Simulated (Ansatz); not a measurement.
Consider the cleavage of the Si–Ge bond: `Cl[SiH2][GeH3]` + `[NH2][GeH2][Cl]` → `Cl[SiH2][NH][GeH2][Cl]` + GeH₄.

Isolated molecules relaxed with PBE0-D4/def2-TZVP in Ansatz; ΔE leaves out vibrations. CCSD(T)/CBS adds triple-zeta CCSD(T) − MP2 to the extrapolated MP2 energy (def2 sets, frozen cores). Functionals use def2-TZVPP. B3LYP here is the variant with VWN-RPA as its local correlation; programs differ in this. For Ge outer-core shells are correlated without core-valence functions, which leaves a few kJ/mol of doubt a bond. Scalar relativity is left out up to krypton. Each species was taken in one conformer, which may not be the lowest.

| level | ΔE (kJ/mol) |
| --- | --- |
| r2SCAN-D4 | -50.6 |
| PBE0-D4 | -45.3 |
| B3LYP-D4 | -54.7 |
| ωB97X-V | -55.1 |
| HF/def2-TZVPP | -67.3 |
| CCSD/def2-TZVPP | -58.9 |
| HF/def2-QZVPP | -69.0 |
| MP2/CBS(def2) | -61.0 |

(1) What does CCSD(T)/CBS give? (Estimate.)

Largest T1 diagnostic among the species: 0.012.

## Answers

(1) Computed: -56.2 kJ/mol. The listed levels differ from it by 5.6, 10.9, 1.5, 1.1, -11.1, -2.7, -12.8, -4.8 kJ/mol.

The D4 term adds −5.3 kJ/mol with B3LYP and −3.1 kJ/mol with PBE0; it sums over pairs of atoms, weighted by their polarisabilities, and B3LYP, whose exchange is more repulsive, gets the larger term. In def2-TZVPP, CCSD(T) changes the Hartree–Fock value by +8.9 kJ/mol (the triples alone add +0.5 kJ/mol) and MP2 by +4.1 kJ/mol. From PBE to PBE0 (25 % exact exchange), in def2-TZVPP and without D4, ΔE moves by −6.4 kJ/mol.
